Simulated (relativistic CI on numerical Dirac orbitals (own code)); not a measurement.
## d1 to d9 in one octahedral field

Computed with a parametric ligand-field model without spin-orbit coupling, by exact diagonalisation: B = 790, C = 3290, 10Dq = 17900 cm⁻¹ (Oh; |10Dq|/B = 22.7) for every shell. Energies in cm⁻¹; the field energy is (0.6 n_e − 0.4 n_t2) × 10Dq of the ground term; g labels are left out.

```tsv
Shell	Ground term	Electrons in e	Field energy	First spin-allowed bands	Lowest term of other spin
d1	2T2	0.000	-7160	2E 17900	
d2	3T1	0.032	-13739	3T2 16398, 3T1 26746	1T2 11761
d3	4A2	0.000	-21480	4T2 17900, 4T1 25594	2E 15629
d4	?	?	?	?	?
d5	6A1	2.000	0	none	2T2 6239
d6	1A1	0.060	-41891	1T1 15972, 1T2 25328	5T2 7650
d7	2E	1.047	-31387	2T1 15799, 2T2 16433	4T1 2060
d8	3A2	2.000	-21480	3T2 17900, 3T1 25594	1E 12696
d9	2E	3.000	-10740	2T2 17900
```

Fill in the row of d4.

Ground term: 5E; Electrons in e: 1.000; Field energy: -10740; First spin-allowed bands: 5T2 17900; Lowest term of other spin: 3T1 1890. Low spin: d6, d7; the other shells keep the spin of the free ion. Only d4 to d7 can choose; the field needed to pair spins is smallest for d6 and largest for d5, which loses most exchange energy. In the strong-field picture 10Dq must exceed about 6B + 5C = 21190 (d4), 7.5B + 5C = 22375 (d5), 2.5B + 4C = 15135 (d6) and 4B + 4C = 16320 (d7); mixing of terms shifts these bounds somewhat.
